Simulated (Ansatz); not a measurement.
Input and output for `[OH][Ti]([OH])([OH])[Br]`.

```yaml
crystal:
  periodic: [false, false, false]
  atoms:
    - {symbol: O, position_ang: [-0.829584, 1.066301, 1.036443]}
    - {symbol: Ti, position_ang: [0.124357, 0.130511, -0.135574]}
    - {symbol: O, position_ang: [1.797734, -0.003671, 0.469316]}
    - {symbol: O, position_ang: [-0.547926, -1.496795, -0.384412]}
    - {symbol: Br, position_ang: [0.066613, 1.276529, -2.221217]}
    - {symbol: H, position_ang: [-1.588031, 1.648977, 0.980994]}
    - {symbol: H, position_ang: [2.427111, -0.720289, 0.365881]}
    - {symbol: H, position_ang: [-1.357974, -1.958565, -0.167131]}
basis:
  gaussian: {orbitals: def2-mTZVP, final_grid: {core_spheres: 5, valence_spheres: 4, degree: 11}}
total_charge: -1
magnetization: {spin_polarized: true, initial_magnetization: 1}
hamiltonian: {xc: {name: HF}}
scf: {lower_state_search: full}
output: {forces: true}
```

```sh
$ ansatz run in.yaml --threads 8 --pin off --events-out ev --progress --plain --max-ram 18278MiB
```

It prints (some lines left out):

```
Functional definition: HF
1399 factors; integrals over basis functions are off by at most 1.1e-3 eV
mean field evaluation 1: about -99242.1607 eV, gradient 4.5e1 eV
mean field evaluation 2: about -99242.2275 eV, gradient 4.5e1 eV
mean field evaluation 4: about -99250.1922 eV, gradient 8.7e0 eV
mean field evaluation 8: about -99250.3502 eV, gradient 4.8e0 eV
mean field evaluation 16: about -99253.1825 eV, gradient 2.4e-2 eV
mean field evaluation 64: about -99253.1210 eV, gradient 1.8e-1 eV
mean field evaluation 128: about -99251.9133 eV, gradient 1.9e-1 eV
mean field evaluation 160: about -99253.1477 eV, gradient 4.0e-1 eV
mean field -99253.18254222 eV, -3647.4871822033 hartree, gradient 6.5e-6 eV, S^2 0.752629; 7 other end points of the search recorded, 0 dependent functions left out
reference -99253.18254222 eV, -3647.4871822033 hartree; 43, 42 occupied and 107, 108 virtual orbitals, 1399 factors
Total energy: -99253.18254222 eV, -3647.4871822033 hartree
Atom 0 at    -0.829584     1.066301     1.036443 Å, force    -3.348043     2.624870     2.946947 eV/Å
Atom 1 at     0.124357     0.130511    -0.135574 Å, force     1.000623     0.464765    -1.042744 eV/Å
Atom 2 at     1.797734    -0.003671     0.469316 Å, force     4.316311    -0.863096     1.131041 eV/Å
Atom 3 at    -0.547926    -1.496795    -0.384412 Å, force    -2.913366    -4.431945    -0.082367 eV/Å
Atom 4 at     0.066613     1.276529    -2.221217 Å, force    -0.065878     1.461736    -2.568554 eV/Å
Atom 5 at    -1.588031     1.648977     0.980994 Å, force     0.833039    -0.538375    -0.078357 eV/Å
Atom 6 at     2.427111    -0.720289     0.365881 Å, force    -0.722756     0.788464     0.056998 eV/Å
Atom 7 at    -1.357974    -1.958565    -0.167131 Å, force     0.900069     0.493582    -0.362964 eV/Å
Dipole moment:    -0.286833    -0.147895    -0.110943 e Å
```

It took 17 s on 8 threads of an Arm Neoverse V1 on a shared host, with 0.74 GiB of host memory at the peak.
